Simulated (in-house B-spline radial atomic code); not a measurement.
Checks on a self-consistent run for Kr II (Kr+), [Ar] 3d10 4s1 4p5 8f1. Method: Dirac-Hartree-Fock, average of configuration, Fermi nucleus of rms radius 4.1884 fm. Calculated with an all-electron radial atomic-structure program (B-spline basis).

```tsv
orbital	q	ε (Eh)	<1/r>	<r²>	small-component weight
1s1/2	2	-530.67751	36.7689	0.00231677	0.017073
2s1/2	2	-73.05812	8.25588	0.039432	0.0034163
2p1/2	2	-65.85852	8.19056	0.0304053	0.0033847
2p3/2	4	-63.86288	7.90967	0.0318171	0.0033025
3s1/2	2	-12.18775	2.71997	0.319486	0.00083269
3p1/2	2	-9.59171	2.60189	0.329726	0.0007792
3p3/2	4	-9.28449	2.53758	0.341714	0.0007588
3d3/2	4	-4.75005	2.28773	0.368245	0.00063749
3d5/2	6	-4.69915	2.27046	0.373136	0.00063118
4s1/2	1	-2.05780	0.873561	2.57779	0.00013497
4p1/2	1.6667	-1.32724	0.754448	3.41249	0.00010443
4p3/2	3.3333	-1.29591	0.739698	3.52777	0.00010134
8f5/2	0.42857	-0.03145	0.0319075	2246.16	8.6971e-07
8f7/2	0.57143	-0.03145	0.0319138	2245.78	8.7009e-07
```

Electron-electron repulsion V_ee = 1055.7204 hartree.

**Question.** What total energy follows from the eigenvalues?

**Answer.** The eigenvalues count the repulsion twice, so E = Σqε - V_ee = -1731.153 - 1055.720 = -2786.873 hartree; the run printed -2786.873.

**Question.** Does the Dirac virial theorem hold?

**Answer.** For a point nucleus E = -2c²Σq·w, with w the small-component weight. Here Σq·w = 0.074201 and c = 137.0360, so the ratio E/(-2c²Σq·w) is 1.000016; the finite nucleus accounts for the departure from 1.

**Question.** What diamagnetic shielding (Lamb formula) and susceptibility (Langevin formula) do the radii give?

**Answer.** σ = (α²/3)Σq<1/r> = 186.266/(3·137.036²) = 3306.3 ppm, and χ = -0.79199×10⁻⁶·Σq<r²> = -1800×10⁻⁶ cm³/mol with Σq<r²> = 2272.6 bohr². Both are non-relativistic formulas without the paramagnetism of open shells.
